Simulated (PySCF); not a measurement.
PySCF 2.14 output of an unrestricted PBE0 calculation on a single atom or ion in def2-SVP with the def2 core potential (28 electrons), with a scalar-relativistic core potential:

```
SCF conv_tol = 1e-09
number electrons alpha = 7  beta = 4
    C. Adamo and V. Barone.,  J. Chem. Phys. 110, 6158 (1999)
    M. Ernzerhof and G. E. Scuseria.,  J. Chem. Phys. 110, 5029 (1999)
cycle= 1 E= -46.637812977785  delta_E= -0.0023  |g|= 0.00635  |ddm|= 0.279
cycle= 2 E= -46.6378526311354  delta_E= -3.97e-05  |g|= 0.00205  |ddm|= 0.0284
cycle= 3 E= -46.6378552605244  delta_E= -2.63e-06  |g|= 0.00019  |ddm|= 0.00908
cycle= 4 E= -46.6378553295722  delta_E= -6.9e-08  |g|= 1.49e-05  |ddm|= 0.002
cycle= 5 E= -46.637855329941  delta_E= -3.69e-10  |g|= 4.5e-07  |ddm|= 0.000191
converged SCF energy = -46.637855329941  <S^2> = 3.7511032  2S+1 = 4.0005516
```

The run itself started from symmetry-adapted Hartree-Fock orbitals and held the occupation by maximum overlap, on a logarithmic radial grid, so the iterations belong to that start.

Which element, charge and spin multiplicity is this?

Zr⁺ (zirconium, charge +1), multiplicity 4; the state was [Kr] 4d2 5s1, high-spin 4F determinant.

Energies and moments cover only the electrons outside the core potential.
